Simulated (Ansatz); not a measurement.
AlF$_{4}$ (SMILES [F][Al-]([F])([F])[F]), charge -1, singlet, at a GFN2-xTB geometry (such geometries of metal compounds can be far from the true shape) (a gas-phase anion, which may not be bound at this level); B97M-V/3-21G in Ansatz (a quantum-chemistry and plane-wave program).

The Ansatz input:
Ansatz 0.2 input:
```yaml
crystal:
  periodic: [false, false, false]
  atoms:
    - {symbol: Al, position_ang: [-0.00000000, 0.00000000, -0.00000000]}
    - {symbol: F, position_ang: [1.58679882, -0.29963334, -0.47610446]}
    - {symbol: F, position_ang: [0.00001338, 0.79617763, 1.48340395]}
    - {symbol: F, position_ang: [-0.75975736, 0.96255905, -1.15353150]}
    - {symbol: F, position_ang: [-0.82705485, -1.45910335, 0.14623202]}
basis:
  gaussian:
    orbitals: 3-21G.json
hamiltonian:
  xc: {name: B97M-V}
total_charge: -1
```
The basis file holds 3-21G in the JSON format of the Basis Set Exchange.

Output, abridged:

```
Functional definition: B97M-V
556 factors; their error is unknown
mean field evaluation 1: about -17372.2422 eV, gradient 2.2e1 eV
mean field evaluation 2: about -17371.8512 eV, gradient 2.9e1 eV
mean field evaluation 4: about -17372.9855 eV, gradient 6.7e-2 eV
mean field evaluation 8: about -17372.9473 eV, gradient 9.3e-5 eV
mean field -17372.94729993 eV, -638.4440374656 hartree, gradient 6.1e-6 eV, S^2 0.000000; 0 other end points of the search recorded, 0 dependent functions left out
reference -17372.94736273 eV, -638.4440397736 hartree; 25, 25 occupied and 24, 24 virtual orbitals, 556 factors
Total energy: -17372.94736273 eV, -638.4440397736 hartree
```
